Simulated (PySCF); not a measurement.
Vertical excitations of a molecule C6H12 from TDA-LC-ωPBE/def2-SVPD run with PySCF, as energy in eV (oscillator strength): 9.15 (0.000), 9.15 (0.000), 9.37 (0.000), 9.65 (0.022), 9.65 (0.022), 9.68 (0.002). Lowest triplet (TDA): 8.81 eV. Geometry: PBE0-D3(BJ)/def2-SVP. The values are those of a single conformer.

Q: Which structure fits?
A) CCC1(C)CC1
B) C1CCCCC1
C) C/C=C/C(C)C
D) CC1(C)CCC1

A: B, C1CCCCC1
